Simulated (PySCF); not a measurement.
Sn(H)3(SeH) (H4SeSn), SMILES [SeH][SnH3]. Atoms are numbered in the order given.

```xyz
6

Sn     0.0007     1.0003     0.0000
Se    -0.0418    -1.5578     0.0000
H      0.8005     1.5666    -1.4013
H     -1.6416     1.4649     0.0000
H      0.8005     1.5666     1.4013
H      1.4277    -1.6460     0.0000
```
Charge 0, spin multiplicity 1.

Geometry optimised at B3LYP-D3(BJ)/def2-TZVP. The def2 effective core potentials stand for the cores of Sn; spin–orbit coupling is left out.

Level of theory: PySCF 2.14.0 with B3LYP-D3(BJ)/def2-TZVP.

Frequencies are harmonic and unscaled.

Question: Estimate the vibrational spectrum. (An estimate is asked for; the answer gives what the named calculation found.)

Answer: 
| mode | ν (cm⁻¹) | IR (km/mol) | moving atoms (share of kinetic energy) |
|---|---|---|---|
| 1 | 108 | 4.0 | H 99 % |
| 2 | 234 | 11.4 | Se 60 %, Sn 39 % |
| 3 | 403 | 20.9 | H 98 % |
| 4 | 444 | 15.7 | H 97 % |
| 5 | 646 | 29.5 | H 97 % |
| 6 | 682 | 261.3 | H 99 % |
| 7 | 708 | 60.5 | H 99 % |
| 8 | 717 | 61.4 | H 99 % |
| 9 | 1921 | 98.3 | H 100 % |
| 10 | 1923 | 168.1 | H 99 % |
| 11 | 1942 | 140.6 | H 99 % |
| 12 | 2400 | 9.5 | H 99 % |
